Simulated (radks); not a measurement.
Question: Fe, configuration [Ar] 3d4.5 4s2 4p1.5 (fractional occupations, a model configuration). Method: Dirac Kohn-Sham, PBEsol, spin-unpolarised, spherical densities, finite nucleus; open shells fill j = l - 1/2 first; Fermi nuclear charge, rms radius 3.7377 fm; computed with a radial shooting solver on a logarithmic mesh with Libxc functionals.

Spin-orbit splittings of the eigenvalues, e(l+1/2) - e(l-1/2), with zeta = 2 splitting/(2l+1) and mean radii in bohr:

| shell | occ. | splitting (eV) | zeta (eV) | <r> j=l-1/2 | <r> j=l+1/2 |
|---|---|---|---|---|---|
| 2p | 6 | 12.45 | 8.300 | 0.2336 | 0.2367 |
| 3p | 6 | ? | ? | 0.8361 | 0.8448 |
| 3d | 4.5 | 0.1799 | 0.07197 | 0.9957 | 0.9997 |
| 4p | 1.5 | 0.08685 | 0.05790 | 3.415 | 3.454 |

Estimate the 3p splitting.

Answer: 1.601 eV (zeta = 1.067 eV).
